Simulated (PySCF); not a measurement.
# Mayer bond orders and bond lengths

Compound: C₂H₂FO₃S (charge -1).
Numbering: `[O:1]=[S:2](=[O:3])([O-:4])/[CH:5]=[CH:6]/[F:7]` (hydrogens: H8 on C5; H9 on C6)

Geometry (GFN2-xTB, Å), atoms numbered from 1 in this order:
```xyz
9
C2H2FO3S angstrom
O     -1.1451   -1.3851    0.5973
S     -1.3001   -0.0612    0.0066
O     -1.8922    0.9318    0.8959
O     -1.8533   -0.0628   -1.3432
C      0.4053    0.5414   -0.2327
C      1.3648   -0.2629    0.1316
F      2.7037    0.0251    0.0225
H      0.5351    1.5180   -0.6599
H      1.1953   -1.2383    0.5567
```

Bond orders from the PBE0/pcSseg-1 density (PySCF). Geometry: GFN2-xTB; no solvent, vibrations or thermal averaging. The pcSseg-1 basis has no diffuse functions, a weakness for an anion.

(1) How far do the computed orders between heavy atoms stray from the drawn ones?

(2) Set the Mayer orders of the bonds beside their lengths.

(3) Sum the orders of all bonds at each heavy atom with more than one neighbour and set the sums beside the valence in the SMILES.

Answers

(1) The largest departure is 0.661, at S2–O4 (drawn single, 1.661). Drawn single, order above 1.12: S2–O4 (1.661). Drawn single, order below 0.88: S2–C5 (0.847). Drawn double or triple, more than 0.30 short of the drawn order: O1–S2 (1.656) and S2–O3 (1.661). The SMILES, with its formal charges, is one Lewis structure only.

(2) 
```csv
bond,drawn as,length (Å),Mayer order
O1–S2,double,1.458,1.656
S2–O3,double,1.459,1.661
S2–O4,single,1.459,1.661
S2–C5,single,1.825,0.847
C5–C6,double,1.304,1.880
C6–F7,single,1.374,0.888
C5–H8,single,1.074,0.941
C6–H9,single,1.077,0.948
```

(3) S2 5.825 (drawn 6), C5 3.668 (drawn 4), C6 3.716 (drawn 4). Orders between atoms that aren't bonded are not in these sums.

For a closed shell the Mayer order of atoms A and B is Σ (PS)μν (PS)νμ over the basis functions μ on A and ν on B, with P the density and S the overlap matrix.
